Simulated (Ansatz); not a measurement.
Ansatz (an electronic-structure program) input:

Ansatz 0.2 input:
```yaml
crystal:
  periodic: [false, false, false]
  atoms:
    - {symbol: Y, position_ang: [-0.00000000, 0.00000000, 0.00000000]}
    - {symbol: Br, position_ang: [-2.12402257, -1.63056569, -0.31795105]}
    - {symbol: Br, position_ang: [0.01108917, 2.43934278, -1.14925762]}
    - {symbol: Br, position_ang: [2.11293340, -0.80877709, 1.46720867]}
basis:
  gaussian:
    orbitals: def2-SVPD
total_charge: -1
magnetization: {spin_polarized: true, initial_magnetization: 1}
correlation: {method: ccsd_t, electrons: outside_noble_gas}
output: {forces: true}
```

Task: Predict the final energy.

Result: -7755.01627 Eh (CCSD(T)/def2-SVPD). The basis has 157 functions.

The spin state was set by rule; other spins were not relaxed.
